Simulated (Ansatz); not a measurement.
Potential energy curve for SiLi (anion, charge -1), lowest singlet found (which spin is the ground state isn't settled by this scan).

RKS-PBE = restricted PBE/aug-cc-pVDZ (Ansatz, an electronic-structure program); RKS-PBE0 = restricted PBE0/aug-cc-pVDZ (Ansatz); FCI = full CI/aug-cc-pVDZ, frozen core (Ansatz).

Energies relative to the lowest point of each curve between 2.07 and 3.20 Å, where full CI is lowest, in kcal/mol; the last columns give the error against full CI:

```csv
R / Å,RKS-PBE,RKS-PBE0,FCI,RKS-PBE − FCI,RKS-PBE0 − FCI
1.73,47.7,46.7,53.1,-5.4,-6.5
1.86,33.6,33.3,36.4,-2.9,-3.1
1.97,20.4,20.0,22.8,-2.4,-2.8
2.07,12.1,11.7,14.2,-2.0,-2.5
2.16,7.0,6.6,8.6,-1.7,-2.1
2.26,3.3,2.9,4.5,-1.2,-1.6
2.35,1.2,1.0,2.1,-0.9,-1.1
2.41,0.5,0.3,1.1,-0.6,-0.8
2.47,0.1,0.0,0.4,-0.4,-0.4
2.56,0.0,0.1,0.0,0.0,0.1
2.72,1.1,1.4,0.4,0.6,1.0
2.83,2.4,2.9,1.3,1.1,1.5
2.99,4.8,5.5,3.1,1.6,2.3
3.20,8.3,9.3,6.0,2.4,3.3
3.48,13.1,14.2,9.9,3.2,4.3
3.80,18.0,19.3,14.1,3.9,5.2
4.25,23.6,25.1,19.1,4.5,6.0
4.70,27.7,29.5,23.1,4.7,6.4
5.28,31.2,33.3,—,—,—
6.02,33.6,36.3,—,—,—
6.92,34.7,38.2,—,—,—
8.09,34.9,39.0,—,—,—
```

RKS-PBE is furthest from FCI at 1.73 (-5.4 kcal/mol, below); its mean absolute error over the points is 2.2 kcal/mol.

RKS-PBE0 is furthest from FCI at 1.73 (-6.5 kcal/mol, below); its mean absolute error over the points is 2.8 kcal/mol.

A dash means that the run gave no value there, or that the column was ended at a point which the program doubted or which failed a test of continuity chosen for this set; such a test can also cut sound points.

The restricted form behind RKS-PBE, RKS-PBE0 keeps the bonding electrons paired and can't separate into open-shell fragments. Where the anion isn't bound against loss of the electron, the finite basis alone holds it. Also computed but left out beside FCI, since their determinant holds another spin at the minimum (<S²> over 0.7 above the pure value): UHF, UMP2, UCCSD, UCCSD(T), UCCSDT, UCCSDT(Q), UKS-BLYP, UKS-PBE0, UKS-PBE, UKS-B3LYP/6-31G*, UHF/3-21G, UHF/LANL2DZ, UHF/6-31G*.
